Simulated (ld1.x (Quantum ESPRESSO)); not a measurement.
## Varying the RRKJ potential for Be (Z = 4)

Base potential:

Be (Z = 4), norm-conserving RRKJ (Kleinman–Bylander form), made with ld1.x (Quantum ESPRESSO) 7.5 (PBE, scalar-relativistic). Core [He], reference 2s1.75 2p0.25. Waves: 2s (bound): rc 2.15 bohr; 2p (bound): rc 2.60 bohr. Local part: all-electron potential smoothed inside 2.10 bohr (lloc = -2). Core correction: a·sin(br)/r model core inside 2.20 bohr. rho0 = 0.005.

All-electron outer shells of the reference configuration (PBE, scalar-relativistic, ld1.x):

| shell | level (eV) | outermost node (bohr) | outermost maximum (bohr) |
| --- | --- | --- | --- |
| 1s | -106.59 | – | 0.27 |
| 2s | -5.77 | 0.59 | 2.04 |
| 2p | -2.16 | – | 2.28 |

Cutoffs, loose and tight: the cutoffs (Ry, on a coarse ladder) from which the occupation-weighted sum of valence levels, in a spherical-Bessel basis at the reference potential, stays within 10 and 1 mRy of its value at 400 Ry. They do not see the model core or the augmentation charge, which bear on the density cutoff. Test errors are all-electron minus pseudo excitation energies from the reference, over the configurations 2s2 2p0; 2s1 2p0; 2s1.5 2p0; 2s0 2p2; 2s0 2p1; 2s1 2p1. A dash means not determined; rows that change the core or the reference have their own tests.

A true bound ghost makes a file unfit for plane-wave use even where its test errors are small: the radial tests pick states by their node count and pass the ghost by.

| change | outcome | cutoff, loose | cutoff, tight | bound ghosts | largest test error (meV) |
| --- | --- | --- | --- | --- | --- |
| base | generated | 12 Ry | 18 Ry | none | -39 |
| all radii but the core radius scaled by about 0.93 (s 2.00, p 2.42 bohr); local potential all-electron potential smoothed inside 1.96 bohr (lloc = -2) | generated | 12 Ry | 18 Ry | none | -29 |
| all radii but the core radius scaled by about 1.09 (s 2.36, p 2.84 bohr); local potential all-electron potential smoothed inside 2.30 bohr (lloc = -2) | generated | 12 Ry | 18 Ry | none | -51 |
| all radii but the core radius scaled by about 1.19 (s 2.56, p 3.10 bohr); local potential all-electron potential smoothed inside 2.50 bohr (lloc = -2) | generated | 10 Ry | 18 Ry | none | -70 |
| all radii but the core radius scaled by about 1.37 (s 2.94, p 3.56 bohr); local potential all-electron potential smoothed inside 2.88 bohr (lloc = -2) | generated | 10 Ry | 15 Ry | s | -95 |

What comes out with this change to the base: all radii but the core radius scaled by about 0.76 (s 1.64, p 1.98 bohr); local potential all-electron potential smoothed inside 1.60 bohr (lloc = -2)?

outcome: generated; cutoff, loose: 12 Ry; cutoff, tight: 18 Ry; bound ghosts: none; largest test error (meV): +13.

What comes out with this change to the base: all radii but the core radius scaled by about 0.88 (s 1.88, p 2.28 bohr); local potential all-electron potential smoothed inside 1.84 bohr (lloc = -2)?

outcome: generated; cutoff, loose: 12 Ry; cutoff, tight: 18 Ry; bound ghosts: none; largest test error (meV): -21.

What comes out with this change to the base: all radii but the core radius scaled by about 1.30 (s 2.80, p 3.38 bohr); local potential all-electron potential smoothed inside 2.74 bohr (lloc = -2)?

outcome: generated; cutoff, loose: 10 Ry; cutoff, tight: 15 Ry; bound ghosts: s; largest test error (meV): -85.

Reading the sweep of the scale of all radii but the core radius (base = 1) (base included, trends over the rows without a ghost): The loose cutoff stays near 12 Ry. The median size of the test errors (rows with all tests solved) rises from 3.8 meV at 0.76 to 10.8 meV at 1.19, with one reversal. More of the atom is replaced by a form fitted at one configuration, so other configurations suffer as the radius grows. Bound ghosts are found at 1.3, 1.37.
